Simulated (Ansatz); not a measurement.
Input for Ansatz (an electronic-structure program): U-CCSD(T)/cc-pV(D+d)Z on AlP, 2S+1 = 3, a point of a bond scan (R = 3.890 Å). Files ending in .json are basis or fitting sets from the Basis Set Exchange.

Ansatz 0.2 input:
```yaml
crystal:
  periodic: [false, false, false]
  atoms:
    - {symbol: Al, position_ang: [-0.00000000, -0.00000000, -1.19086169]}
    - {symbol: P, position_ang: [0.00000000, 0.00000000, 2.69928649]}
basis:
  gaussian:
    orbitals: cc-pV_D+d_Z.json
magnetization: {spin_polarized: true, initial_magnetization: 2}
correlation: {method: ccsd_t, electrons: outside_noble_gas}
scf: {omitted_lower_state_checks: [cluster_reference]}
```

It printed:

```
WARN ansatz: RAYON_NUM_THREADS=1 ignored (pool sized by the plan → 1); use --threads N
Functional definition: HF
these checks for a lower state are left out or cut short: cluster_reference
integrals: 0.02 GiB planned
477 factors; integrals over basis functions are off by at most 3.5e-4 eV
mean field: 0.10 GiB planned
mean field evaluation 1: about -15850.4482 eV, gradient 8.6e0 eV
mean field evaluation 2: about -15850.4582 eV, gradient 8.5e0 eV
mean field evaluation 4: about -15852.0564 eV, gradient 2.1e0 eV
mean field evaluation 8: about -15852.9078 eV, gradient 9.1e-1 eV
mean field evaluation 16: about -15852.9395 eV, gradient 2.3e-6 eV
mean field evaluation 32: about -15852.9395 eV, gradient 1.7e-6 eV
mean field evaluation 64: about -15852.1993 eV, gradient 1.3e-3 eV
mean field evaluation 96: about -15852.0215 eV, gradient 2.1e-1 eV
mean field evaluation 128: about -15852.9183 eV, gradient 9.3e-1 eV
mean field evaluation 160: about -15852.8759 eV, gradient 2.2e-6 eV
mean field evaluation 192: about -15849.9143 eV, gradient 6.1e0 eV
mean field evaluation 224: about -15850.5046 eV, gradient 7.1e-1 eV
mean field evaluation 256: about -15852.0053 eV, gradient 1.9e-2 eV
mean field evaluation 288: about -15852.9395 eV, gradient 8.8e-4 eV
mean field -15852.93950657 eV, -582.5847813583 hartree, gradient 7.0e-6 eV, S^2 2.878215; 19 other end points of the search recorded, 0 dependent functions left out
10 core orbitals not correlated
reference -15852.93950657 eV, -582.5847813583 hartree; 5, 3 occupied and 31, 33 virtual orbitals, 477 factors
second order -2.69054254 eV of doubles, -0.00000000 eV of singles
coupled cluster: 0.08 GiB planned
cycle   1  -3.35064834 eV  change   -6.6e-1 eV  update   8.0e-2
cycle   2  -3.63411959 eV  change   -2.8e-1 eV  update   3.4e-2
cycle   3  -3.65283392 eV  change   -1.9e-2 eV  update   1.4e-2
cycle   4  -3.65879897 eV  change   -6.0e-3 eV  update   9.3e-3
cycle   5  -3.66725749 eV  change   -8.5e-3 eV  update   7.0e-3
cycle   6  -3.66860306 eV  change   -1.3e-3 eV  update   3.6e-3
cycle   7  -3.67105189 eV  change   -2.4e-3 eV  update   1.6e-3
cycle   8  -3.67171375 eV  change   -6.6e-4 eV  update   1.2e-3
cycle   9  -3.67130725 eV  change    4.1e-4 eV  update   7.0e-4
cycle  10  -3.67186965 eV  change   -5.6e-4 eV  update   2.9e-4
cycle  11  -3.67192222 eV  change   -5.3e-5 eV  update   1.6e-4
cycle  12  -3.67191590 eV  change    6.3e-6 eV  update   9.1e-5
cycle  13  -3.67184815 eV  change    6.8e-5 eV  update   3.8e-5
cycle  14  -3.67184933 eV  change   -1.2e-6 eV  update   1.5e-5
cycle  15  -3.67186080 eV  change   -1.1e-5 eV  update   5.0e-6
cycle  16  -3.67186191 eV  change   -1.1e-6 eV  update   2.1e-6
coupled cluster: 0.08 GiB planned
perturbative correction -0.07672577 eV, -0.0028196200 hartree
Total energy: -15856.68809426 eV, -582.7225394148 hartree
Checks for a lower state left out: cluster_reference
```

The run converged. Its determinant has ⟨S²⟩ = 2.88, a mixture of spin states.

Cost: about 1.8 core-seconds (a rough figure).
